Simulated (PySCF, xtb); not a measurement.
Si(F)(Cl)(Br)(OH) (BrClFHOSi), SMILES O[Si](F)(Cl)Br.

GFN2-xTB (xtb 6.7.1) at its own geometry gives an orbital gap of 7.14 eV and a dipole moment of 4.40 D.

Geometry optimised at B3LYP-D3(BJ)/def2-SVP. The values are those of a single conformer.

Question: What does PySCF with PBE/def2-TZVP give? (An estimate is asked for; the answer gives what the named calculation found.)

Answer: gap 6.36 eV (levels -7.73 and -1.37 eV), dipole 1.70 D.
